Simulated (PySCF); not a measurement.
Geometry (Å), atoms numbered from 1 in this order:
```xyz
12

Al    0.147    1.099   -1.236
F    -0.746    2.514   -1.302
P     2.122    1.319   -0.051
Al    0.909    0.314    1.640
F     1.710   -0.602    2.776
P    -1.414    0.294    1.717
Al   -1.420   -1.249   -0.019
F    -1.611   -2.848    0.409
P    -0.919   -0.713   -2.209
H     2.604    0.004   -0.372
H    -1.470    1.386    0.779
H     0.204   -1.601   -2.082
```

PySCF calculation with shieldings: GIAO B3LYP/pcSseg-1 (pcSseg-2 on Al) and geometry from PBE0-D3(BJ)/def2-SVP; single conformer, averaged over atoms made equivalent by symmetry, fast rotation or ring inversion, isolated molecule, relativity neglected.

Shifts are taken against calculated references (same method and geometry level): ¹H against TMS; ²⁷Al against [Al(H2O)6]3+; ¹⁹F against CFCl3; ³¹P vs H3PO4.

```tsv
atoms	nucleus	count	δ (ppm)
P3/P6/P9	³¹P	3	-202.5
F2/F5/F8	¹⁹F	3	?
H10/H11/H12	¹H	3	1.19
Al1/Al4/Al7	²⁷Al	3	?
```

Complete the table.

## Answers


- Al1/Al4/Al7: 248.6 ppm, aluminium bonded to F, 2 P
- F2/F5/F8: -92.5 ppm, fluorine bonded to Al

The averaged Al atoms aren't alike in the static structure (σ from 315 to 337 ppm); the average presumes fast exchange among these sites. Unscaled 19F shifts against computed CFCl3 carry errors that often reach 10 to 50 ppm. Experimental scales use liquid or dissolved standards, which lie at an offset from isolated H3PO4.
